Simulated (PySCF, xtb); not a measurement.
1,1-dichlorobuta-1,3-diene (C4H4Cl2), SMILES ClC(Cl)=CC=C.

GFN2-xTB (xtb 6.7.1) at its own geometry gives an orbital gap of 3.26 eV and a dipole moment of 1.68 D.

The structure is a stationary point at B3LYP-D3(BJ)/def2-SVP. One conformer was computed; it need not be the lowest.

**Question.** What does PBE/def2-TZVP run with PySCF give? (The exact figures need the calculation; the answer reports its results.)

**Answer.** gap 3.46 eV (levels -5.78 and -2.32 eV), dipole 1.26 D.
